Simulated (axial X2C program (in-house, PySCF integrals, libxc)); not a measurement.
# Outer orbitals of GeP⁻ at 2.070 Å, PBE0

All values were computed with an in-house relativistic program for diatomic molecules. Spin-free means the one-electron spin-free X2C Hamiltonian; two-component (2c) means X2C with spin–orbit coupling and atomic mean-field two-electron Coulomb and Gaunt terms, so the difference of the two also holds small scalar two-electron terms. Basis: Ge dyall-acv3z [10s10p8d5f1g], P dyall-av3z [9s8p3d2f] (cores contracted in-house); Gaussian nuclei, density fitting, unrestricted open shells. Masses: Ge 73.921 u, P 30.974 u.

The distance is close to the 2c PBE0 minimum; the highest filled and lowest empty levels are listed.

Spin-free orbitals, state M_S = 0, Λ = 0 (closed shell) (Löwdin shares):

| symmetry | occupied | ε (eV) | atomic character |
| --- | --- | --- | --- |
| δ+α | yes | -26.77 | 100% Ge d |
| δ-α | yes | -26.77 | 100% Ge d |
| σα | yes | -26.67 | 100% Ge d |
| π-α | yes | -26.64 | 100% Ge d |
| π+α | yes | -26.64 | 100% Ge d |
| σα | yes | -10.96 | 48% P s, 27% Ge s, 10% Ge p |
| σα | yes | -5.89 | 35% Ge s, 23% P p, 20% P s |
| σα | yes | -1.14 | 41% P p, 38% Ge p, 10% Ge s |
| π-α | yes | -1.03 | 56% P p, 34% Ge p, 4% Ge d |
| π+α | yes | -1.03 | 56% P p, 34% Ge p, 4% Ge d |
| σα | no | 2.96 | 79% Ge p, 13% P p, 4% Ge s |
| π-α | no | 3.02 | 69% Ge p, 14% Ge d, 10% P p |
| π+α | no | 3.02 | 69% Ge p, 14% Ge d, 10% P p |
| σα | no | 3.26 | 73% Ge s, 13% Ge p, 11% P p |

One partner of each degenerate Kramers or spin pair is listed.

Spinors with spin–orbit coupling (state Ω = 0):

| ω | occupied | ε (eV) | atomic character | λ mixture |
| --- | --- | --- | --- | --- |
| 3/2 | yes | -27.09 | 100% Ge d | 86% δ, 14% π |
| 1/2 | yes | -26.99 | 100% Ge d | 57% π, 42% σ |
| 5/2 | yes | -26.57 | 100% Ge d | 100% δ |
| 3/2 | yes | -26.46 | 100% Ge d | 86% π, 14% δ |
| 1/2 | yes | -26.46 | 100% Ge d | 57% σ, 42% π |
| 1/2 | yes | -10.96 | 48% P s, 27% Ge s, 10% Ge p | 100% σ |
| 1/2 | yes | -5.89 | 35% Ge s, 23% P p, 20% P s | 100% σ |
| 1/2 | yes | -1.15 | 41% P p, 38% Ge p, 10% Ge s | 94% σ, 6% π |
| 1/2 | yes | -1.05 | 55% P p, 34% Ge p, 4% Ge d | 94% π, 6% σ |
| 3/2 | yes | -1.00 | 56% P p, 34% Ge p, 4% Ge d | 100% π |
| 1/2 | no | 2.99 | 85% Ge p, 10% P p, 3% Ge d | 100% σ |
| 1/2 | no | 3.01 | 67% Ge p, 14% Ge d, 10% P p | 100% π |
| 3/2 | no | 3.03 | 70% Ge p, 13% Ge d, 9% P p | 100% π |
| 1/2 | no | 3.32 | 74% Ge s, 14% P p, 7% Ge p | 100% σ |

One partner of each degenerate Kramers or spin pair is listed.

Mulliken charges and populations of the two-component result (they depend on the basis, above all on diffuse functions):

Ge -0.35 e (s 7.93 p 14.32 d 10.08 f 0.01), P -0.65 e (s 5.87 p 9.71 d 0.06 f 0.01).

One determinant describes the state; a PBE0 search over occupations chose it and may have missed a lower one.
